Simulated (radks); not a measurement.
Results of a calculation; reference values are marked as such.
Task: Nd XIII, 48 electrons, occupied as [Kr] 4d10 5s2. Code: a radial shooting solver on a logarithmic mesh with Libxc functionals. Model: non-relativistic Kohn-Sham, LB94 model potential, spin-polarised, spherical densities, point nucleus; relativity is left out, which matters for an element this heavy. Some entries of the table are withheld. Estimate them.

orbital,occ.,eigenvalue (hartree),<1/r> (bohr^-1),<r^2> (bohr^2)
1s,2,-1525.399,(1),0.0008537
2s,2,-246.9087,13.77,0.01367
2p,6,(2),13.81,0.01019
3s,2,-60.65749,5.138,0.08982
3p,6,-55.25526,5.080,(3)
3d,10,(4),4.973,0.06855
4s,2,-18.47154,2.215,0.4436
4p,6,-16.40418,2.134,0.4660
4d,10,-12.73582,1.964,0.5170
5s,2,-8.13649,1.079,1.761
5p,0,-7.37053,1.025,1.941
6s,0,(5),0.6411,5.056

Result: 
(1) 1s <1/r> (bohr^-1): 59.50
(2) 2p eigenvalue (hartree): -234.6700
(3) 3p <r^2> (bohr^2): 0.08458
(4) 3d eigenvalue (hartree): -45.15382
(5) 6s eigenvalue (hartree): -4.68039
